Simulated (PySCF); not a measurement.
All of these have the formula C5H7NO2. Computed with TDDFT PBE0/def2-SVPD, vertical, gas phase, core orbitals frozen in the response (PySCF 2.14.0, density-fitted response routines). Geometries: GFN2-xTB; one conformer of each isolated species. Triplets are in the Tamm–Dancoff approximation.

A. `c1noc(COC)c1`
B. `[H]/N=C/CC(=O)OC=C`
C. `C1[C@@H](C=CO1)C(N)=O`
D. `CCC(=O)OCC#N`

Lowest singlet levels (six at most, fewer where fewer were computed) with oscillator strengths:

1. 239 nm (f 0.009); 218 nm (f 0.007); 204 nm (f 0.240); 198 nm (f 0.009); 186 nm (f 0.157); 175 nm (f 0.014); T1 4.20 eV
2. 206 nm (f 0.001); 168 nm (f 0.026); 165 nm (f 0.018); 156 nm (f 0.042); 154 nm (f 0.001); 152 nm (f 0.003); T1 5.49 eV
3. 210 nm (f 0.024); 198 nm (f 0.028); 192 nm (f 0.169); 176 nm (f 0.016); 170 nm (f 0.014); 164 nm (f 0.010); T1 4.18 eV
4. 232 nm (f 0.035); 215 nm (f 0.002); 205 nm (f 0.024); 196 nm (f 0.079); 191 nm (f 0.028); 181 nm (f 0.019); T1 3.98 eV

**Question.** Which spectrum belongs to which structure?

**Answer.** 1 = B, 2 = D, 3 = A, 4 = C.
- A: S1 at 5.89 eV, HOMO-1→LUMO (48%), HOMO→LUMO (47%); Löwdin shares by element: HOMO carbon 38% or more, oxygen 23% or more, nitrogen 18% (atoms not listed hold the other 21%); LUMO carbon 34% or more, nitrogen 20%, oxygen 17% or more (atoms not listed hold the other 29%); HOMO -7.68 and LUMO -0.72 eV.
- B: S1 at 5.18 eV, HOMO-1→LUMO (34%), HOMO-1→LUMO+1 (34%), HOMO→LUMO (16%); Löwdin shares by element: HOMO carbon 50% or more, oxygen 15% or more, nitrogen 14% (atoms not listed hold the other 22%); LUMO carbon 33% or more, oxygen 16% or more, nitrogen 9% (atoms not listed hold the other 42%); HOMO -7.62 and LUMO -0.85 eV.
- C: S1 at 5.34 eV, HOMO→LUMO (77%), HOMO→LUMO+2 (10%); Löwdin shares by element: HOMO carbon 53% or more, oxygen 26% or more (atoms not listed hold the other 21%); LUMO carbon 44% or more, oxygen 14% or more (atoms not listed hold the other 42%); HOMO -6.39 and LUMO 0.13 eV.
- D: S1 at 6.03 eV, HOMO→LUMO (80%), HOMO→LUMO+1 (16%); Löwdin shares by element: HOMO oxygen 71%, carbon 19% or more; LUMO oxygen 32%, carbon 28% or more, nitrogen 8% (atoms not listed hold the other 31%); HOMO -8.72 and LUMO -0.48 eV.
A and D have S1 within 0.14 eV of each other; their strongest listed levels stand at 6.47 eV (f 0.169) and 7.95 eV (f 0.042).
